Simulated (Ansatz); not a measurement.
Which method gave which barrier?

Saddle point of SnH6Se, closed shell (H₂Se + SnH₄ → SnH₄Se ([SeH][SnH3]) + H₂; bonds formed: Sn1–Se7, H2–H6; bonds broken: Sn1–H2, H6–Se7), PBE0-D4/def2-TZVP structure:

Sn1  (-0.927, 0.155, -0.249)
H2  (0.177, -1.475, 0.022)
H3  (-0.558, 1.559, -1.141)
H4  (-1.740, 0.323, 1.229)
H5  (-1.813, -0.863, -1.325)
H6  (0.837, -0.942, 0.486)
Se7  (1.675, 0.568, 1.141)
H8  (2.349, 0.673, -0.161)
(Å)

Computed with Ansatz 0.2.0 (basis: def2-TZVPP, with def2-QZVPP for the basis limit); correlated methods freeze the cores. Filled d shells of the heavier atoms are correlated. Core potentials replace the inner electrons of the atoms past krypton. The def2 sets are not built for correlating such inner shells, so the correlated values are less sure here. Extrapolation: Hartree–Fock as exp(−7.88 √X), correlation as X^−2.97. Four methods, as single points on the PBE0-D4 structures, gave these electronic barriers from the start structure: 1.195, 1.491, 1.876, 2.392 eV.

Task: The methods were, in alphabetical order, BHLYP-D4, HF, r2SCAN-D4, SPW92. Which gave which? (A judgement: the text doesn't fix the answer.)

Result: By the calculation: SPW92 1.195; r2SCAN-D4 1.491; BHLYP-D4 1.876; HF 2.392 eV. For comparison, CCSD(T) at an estimated basis limit (MP2 extrapolated from triple and quadruple zeta, plus CCSD(T) − MP2 in triple zeta) gives 1.720 eV.

No T1 diagnostic of these runs exceeds 0.014.

Labels in which every atom is bracketed show which atoms are joined, not bond orders.

For scale, one of the runs: CCSD(T)/def2-TZVPP, 182 basis functions, launched by `ansatz run in.yaml --threads 4 --pin off --events-out ev --progress --plain --max-ram 9574MiB`. Hardware: 4 CPU threads of an AMD EPYC 7R43, shared host. Wall time 42 s; peak host memory 2 GiB.
